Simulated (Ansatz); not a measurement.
Abridged output of a molecular run in Ansatz:

```
Functional definition: HF
1190 factors; integrals over basis functions are off by at most 1.3e-3 eV
mean field evaluation 1: about -30855.2004 eV, gradient 2.9e1 eV
mean field evaluation 2: about -30855.2026 eV, gradient 2.9e1 eV
mean field evaluation 4: about -30857.7399 eV, gradient 3.8e0 eV
mean field evaluation 8: about -30857.7838 eV, gradient 7.4e-5 eV
mean field -30857.78381612 eV, -1134.0026390853 hartree, gradient 1.2e-6 eV, S^2 0.000000; 0 other end points of the search recorded, 0 dependent functions left out
17 core orbitals not correlated: weight in the atoms' cores, before any rotation towards them, 1.000 or more for the frozen orbitals, at most 0.000 for the correlated occupied ones
reference -30857.78381612 eV, -1134.0026390853 hartree; 16, 16 occupied and 89, 89 virtual orbitals, 1190 factors
second order -17.48668933 eV of doubles, -0.00000000 eV of singles
cycle   1  -18.79046194 eV  change    -1.3e0 eV  update   9.4e-2
cycle   2  -19.33947797 eV  change   -5.5e-1 eV  update   2.8e-2
cycle   3  -19.41280101 eV  change   -7.3e-2 eV  update   1.1e-2
cycle   4  -19.40949557 eV  change    3.3e-3 eV  update   2.8e-3
cycle   5  -19.40906363 eV  change    4.3e-4 eV  update   1.0e-3
cycle   6  -19.40899622 eV  change    6.7e-5 eV  update   3.1e-4
cycle   7  -19.40888698 eV  change    1.1e-4 eV  update   1.1e-4
cycle   8  -19.40889883 eV  change   -1.2e-5 eV  update   3.6e-5
perturbative correction -0.49801807 eV, -0.0183018264 hartree
Total energy: -30877.69073302 eV, -1134.7342047879 hartree
```

Its atoms:

Cartesian coordinates in Å:
```
Si -1.077 1.775 -0.714
N -0.716 0.314 0.120
C 0.625 -0.047 0.558
Si 0.832 -1.876 0.198
Cl 2.599 -2.596 0.979
H -0.192 1.865 -1.905
H -2.506 1.711 -1.115
H -0.859 3.015 0.089
H -1.450 -0.128 0.651
H 1.362 0.504 -0.036
H 0.830 0.201 1.607
H -0.285 -2.623 0.830
H 0.838 -2.116 -1.263
```

Question: Which basis set was used?
A. cc-pV(Q+d)Z
B. def2-TZVPPD
C. def2-SVP
D. def2-TZVPP

Answer: C. It gives 122 functions.

Question: Write the keys of the input that set method, charge and spin (a neutral closed shell needs none for the last two).

Answer: 
```yaml
correlation: {method: ccsd_t}
```
